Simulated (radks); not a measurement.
Problem. The mean radii <r> (bohr) of the occupied orbitals of an atom or ion are listed with their occupations. All-electron calculation, Dirac Kohn-Sham, BLYP, spin-unpolarised, spherical densities, point nucleus. Program: a radial shooting solver on a logarithmic mesh with Libxc functionals.

| orbital | occ. | <r> |
|---|---|---|
| 1s1/2 | 2 | 0.02111 |
| 2s1/2 | 2 | 0.08922 |
| 2p1/2 | 2 | 0.07437 |
| 2p3/2 | 4 | 0.08143 |
| 3s1/2 | 2 | 0.2341 |
| 3p1/2 | 2 | 0.2238 |
| 3p3/2 | 4 | 0.2372 |
| 3d3/2 | 4 | 0.2097 |
| 3d5/2 | 6 | 0.2138 |
| 4s1/2 | 2 | 0.5285 |
| 4p1/2 | 2 | 0.5386 |
| 4p3/2 | 4 | 0.5687 |
| 4d3/2 | 4 | 0.5987 |
| 4d5/2 | 6 | 0.6092 |
| 5s1/2 | 2 | 1.255 |
| 5p1/2 | 2 | 1.388 |
| 5p3/2 | 4 | 1.476 |
| 4f5/2 | 3.42857 | 0.7629 |
| 4f7/2 | 4.57143 | 0.7725 |
| 5d3/2 | 0.4 | 2.029 |
| 5d5/2 | 0.6 | 2.067 |

Name the element and its charge. Open shells, if any, are shared by 2j + 1.

Solution. Z = 66, dysprosium, charge +3: Dy3+ in [Xe] 4f8 5d1. The 1s radius gives Z: for a bare nucleus <r> = (2 gamma + 1)/(2Z) with gamma = sqrt(1 - (Z/c)^2), 0.02085 bohr for Z = 66, and screening makes it slightly larger (0.02111 here). The occupations add up to 63, and the charge is Z minus that.
